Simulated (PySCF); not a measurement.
CH3O3Re, SMILES [CH3][Re](=[O])(=[O])=[O], multiplicity 1. Geometry optimised at r2SCAN-D4/def2-SVP. The spin state was assumed, not searched. The isomer is the one that the SMILES or the coordinates give; other isomers of the formula were not compared. The def2 effective core potentials stand for the cores of Re; spin–orbit coupling is left out.

All values below come from r2SCAN-D4/def2-SVP (PySCF 2.14.0).

Harmonic wavenumbers (cm⁻¹): 191, 210, 210, 265, 329, 329, 583, 719, 719, 1002, 1002, 1029, 1211, 1395, 1395, 3030, 3156, 3156. Rotational constants (GHz): 3.816, 3.451, 3.451; symmetry number 3.

**Question.** Work out the zero-point energy and the ideal-gas rigid-rotor harmonic-oscillator thermochemistry at 298.15 K and 1 atm.

**Answer.** ZPE = ½ Σ hcν = ½ × 19929 cm⁻¹ = 28.49 kcal/mol. H − E(el) = 33.01 kcal/mol. Entropy in cal/(mol K): translation 42.44, rotation 24.18, vibration 11.87, total 78.49. G − E(el) = 9.61 kcal/mol. Cp = 22.59 cal/(mol K).
